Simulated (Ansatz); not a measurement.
Abridged output of a molecular run in Ansatz:

```
Functional definition: HF
  name "HF"
  cite "Fock, Z. Phys. 61, 126 (1930) doi:10.1007/BF01340294"
  parent pbe
  exchange = exact_x
  correlation = 0
1350 factors; integrals over basis functions are off by at most 1.4e-3 eV
mean field evaluation 1: about -12223.6780 eV, gradient 3.9e1 eV
mean field evaluation 2: about -12223.9788 eV, gradient 4.0e1 eV
mean field evaluation 4: about -12227.4779 eV, gradient 4.7e0 eV
mean field evaluation 8: about -12227.5598 eV, gradient 3.7e-1 eV
mean field evaluation 16: about -12227.5614 eV, gradient 1.4e-6 eV
mean field -12227.56141090 eV, -449.3545937118 hartree, gradient 1.4e-6 eV, S^2 0.000000; 0 other end points of the search recorded, 0 dependent functions left out
9 core orbitals not correlated: weight in the atoms' cores, before any rotation towards them, 1.000 or more for the frozen orbitals, at most 0.000 for the correlated occupied ones
reference -12227.56141090 eV, -449.3545937118 hartree; 13, 13 occupied and 200, 200 virtual orbitals, 1350 factors
second order -22.20946787 eV of doubles, -0.00000000 eV of singles
cycle   1  -22.14076935 eV  change    6.9e-2 eV  update   1.2e-1
cycle   2  -22.77071179 eV  change   -6.3e-1 eV  update   4.1e-2
cycle   3  -22.95272400 eV  change   -1.8e-1 eV  update   2.2e-2
cycle   4  -22.93570754 eV  change    1.7e-2 eV  update   5.8e-3
cycle   5  -22.93480936 eV  change    9.0e-4 eV  update   2.8e-3
cycle   6  -22.93645496 eV  change   -1.6e-3 eV  update   1.0e-3
cycle   7  -22.93597529 eV  change    4.8e-4 eV  update   4.7e-4
cycle   8  -22.93575695 eV  change    2.2e-4 eV  update   1.7e-4
cycle   9  -22.93583645 eV  change   -8.0e-5 eV  update   6.3e-5
cycle  10  -22.93583681 eV  change   -3.7e-7 eV  update   2.4e-5
perturbative correction -1.03546118 eV, -0.0380524966 hartree
Total energy: -12251.53270890 eV, -450.2355226649 hartree
```

Its atoms:

```xyz
9

N     1.8824    1.3352   -0.6626
C     1.3165    0.2688   -0.4508
C     0.8002   -0.8791   -0.0756
O    -0.3492   -1.0147    0.6327
Al   -1.7940   -0.1295    0.7717
H     1.6455    1.7692   -1.5568
H     1.3127   -1.7976   -0.3402
H    -2.0089    1.1262   -0.1640
H    -2.8053   -0.6784    1.8456
```

Which basis set was used?
A. def2-TZVPP
B. def2-SVPD
C. def2-TZVPPD
D. cc-pV(Q+d)Z

A. It gives 222 functions.

Write the keys of the input that set method, charge and spin (a neutral closed shell needs none for the last two).


```yaml
correlation: {method: ccsd_t}
```
